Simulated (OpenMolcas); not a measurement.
## Ionisation energies of technetium

```
Program             : OpenMolcas
Basis               : ANO-RCC-VQZP [8s7p5d3f2g1h]
Scalar Hamiltonian  : DKH2, point nucleus
Spin-orbit coupling : state interaction with AMFI integrals over the reference wave functions, term energies averaged over their components
```

Active shells in each charge state: the valence d shell, with orbitals averaged over the low states. Where CASPT2's correlated closed shells are named, they are those of the first ion.

A. CASSCF
B. SS-CASPT2, IPEA 0.25 Eh, imaginary shift 0.1 Eh (closed shells correlated: 4s 4p)
C. SS-CASPT2, IPEA 0.25 Eh, imaginary shift 0.1 Eh (closed shells correlated: none)
D. SS-CASPT2, IPEA 0.25 Eh, imaginary shift 0.1 Eh (closed shells correlated: 3d 4s 4p)
E. SS-CASPT2, IPEA 0 Eh, imaginary shift 0.1 Eh (closed shells correlated: 4s 4p)

Energies in eV between the lowest computed levels, named as in B; reference values from the NIST Atomic Spectra Database with their kind.

| From | To | A | B | C | D | E | Spin-orbit share in B | Reference |
| --- | --- | --- | --- | --- | --- | --- | --- | --- |
| Tc2+ 4d5 6S 5/2 | Tc3+ 4d4 5D0 | 28.768 | 29.790 | 29.477 | 29.759 | 29.896 | -0.180 | 29.550 (semi-empirical) |
| Tc3+ 4d4 5D0 | Tc4+ 4d3 4F 3/2 | 41.593 | 42.608 | 42.194 | 42.576 | 42.686 | -0.083 | 41.000 (theoretical) |
| Tc4+ 4d3 4F 3/2 | Tc5+ 4d2 3F2 | 56.370 | 57.283 | 56.736 | 57.249 | 57.360 | -0.058 | 57.000 (theoretical) |
| Tc5+ 4d2 3F2 | Tc6+ 4d 2D 3/2 | 72.245 | 73.160 | 72.400 | 73.125 | 73.240 | +0.087 | 72.000 (theoretical) |
| Tc6+ 4d 2D 3/2 | Tc7+ 4p6 1S0 | 87.900 | 88.837 | 87.900 | 88.802 | 88.907 | +0.234 | 88.000 (theoretical) |

The lowest level within the active space need not be the ion's true ground level.
